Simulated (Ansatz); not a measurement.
**One elementary step**

Start structure (SnN$_{2}$H$_{6}$, singlet), relaxed at PBE0-D4/def2-TZVP:

```
9
angstrom
Sn -0.3845 0.1818 0.5625
N 1.5189 -0.4975 0.3461
N -1.3386 0.0234 -1.2136
H -1.0627 -0.7963 -1.7394
H -0.4989 1.8343 0.9985
H -1.1089 -0.8799 1.6817
H 2.1718 0.1827 -0.0204
H 1.9153 -0.8780 1.1959
H -1.2126 0.8296 -1.8113
```

The step: SnN₂H₆ ([NH2][SnH2][NH2]) → SnNH₃ ([NH][SnH2]) + NH₃ (still joined by a long Sn–N bond); bonds formed: N2–H4; bonds broken: N3–H4; bonds weakened to dative contacts: Sn1–N2. Computed with Ansatz 0.2.0 (basis: def2-TZVPP and def2-QZVPP); correlated methods freeze the cores. Filled d shells of the heavier atoms are correlated. Core potentials replace the inner electrons of the atoms past krypton. The def2 sets are not built for correlating such inner shells, so the correlated values are less sure here. Extrapolation: Hartree–Fock as exp(−7.88 √X), correlation as X^−2.97. Energies below are by CCSD(T) at an estimated basis limit (MP2 extrapolated from triple and quadruple zeta, plus CCSD(T) − MP2 in triple zeta).

(1) What are the electronic barrier and the energy of the step, from the start structure to the end structure? (An estimate is asked for; the value comes from the calculation.)

The T1 diagnostic stays at or below 0.021.

## Answers

(1) Computed: Barrier 45.51 kcal/mol; step energy 37.77 kcal/mol (uphill); reverse barrier, their difference, 7.74 kcal/mol. Barrier and step energy count from the start structure, the reverse barrier from the end structure.

The saddle point: One imaginary mode of 1153i cm⁻¹.
| pair | start (Å) | saddle (Å) | end (Å) |
| --- | --- | --- | --- |
| N2–H4 | 3.33 | 1.20 | 1.02 |
| Sn1–N2 | 2.03 | 2.19 | 2.41 |
| N3–H4 | 1.01 | 1.47 | 2.87 |

Zero-point energy (harmonic, PBE0-D4): ZPE is 40.17 kcal/mol at the start and 37.82 kcal/mol at the saddle, so the barrier goes from 45.51 to 43.16 kcal/mol.

First-order rate constant out of the start structure at 698 K by transition-state theory, with harmonic vibrational free energies alone and no tunnelling: ΔA‡ = 46.59 kcal/mol, so k = (kB T/h) exp(−ΔA‡/kB T) ≈ 10^-1 s⁻¹ (an order of magnitude at best: rotation, the number of equivalent paths and anharmonicity are left out).

Labels in which every atom is bracketed show which atoms are joined, not bond orders.

For scale, one of the runs: CCSD(T)/def2-TZVPP, 196 basis functions, launched by `ansatz run in.yaml --threads 4 --pin off --events-out ev --progress --plain --max-ram 9574MiB`. The run took 78 s on 4 CPU threads of an Intel Xeon (shared host), with 2.6 GiB of host memory at its peak.
